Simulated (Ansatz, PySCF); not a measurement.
Noncovalent pair: HF (SMILES F) (first 2 atoms) with CH6Si (SMILES C[SiH3]); geometry from B3LYP-D3(BJ)/def2-TZVP.
(charge 0, multiplicity 1):
```xyz
10

F      0.462     0.634    -0.361
H      0.770     0.160     0.381
C     -1.201     0.520     2.656
Si     0.296    -0.538     3.019
H     -0.905     1.529     2.366
H     -1.842     0.591     3.537
H     -1.788     0.097     1.839
H      1.170    -0.631     1.809
H     -0.078    -1.926     3.373
H      1.132     0.037     4.097
```

Interaction energies are E(AB) − E(A) − E(B) at the monomers' geometry in the complex; basis-set methods are counterpoise corrected. Rows marked so take none.

Cores are frozen in the correlated methods. Rows in 3-21G, 6-311+G**, 6-31G* carry no dispersion term and start afresh at each structure (6-31G* with six Cartesian d functions).

The values were computed with Ansatz (an electronic-structure program); PySCF for 3-21G rows, 6-311+G** rows, 6-31G* rows, M06-2X, the dispersion terms. 

| level | interaction energy (kcal/mol) |
|---|---|
| HF/3-21G (no counterpoise) | -1.21 |
| HF/6-31G* | 0.44 |
| BLYP/def2-TZVPPD | -1.72 |
| B97M-V/def2-TZVPPD | -3.08 |
| B3LYP/6-311+G** (no counterpoise) | -2.15 |
| B3LYP-D3(BJ)/def2-TZVPPD | -3.21 |
| BHLYP-D3(BJ)/def2-TZVPPD | -3.08 |
| M06-2X/def2-TZVPPD | [?] |
| CCSD(T)/aug-cc-pV(D+d)Z | [?] |

Question: Fill in the missing entries.

Answer: 
- M06-2X/def2-TZVPPD, interaction energy (kcal/mol): -2.79
- CCSD(T)/aug-cc-pV(D+d)Z, interaction energy (kcal/mol): -1.95
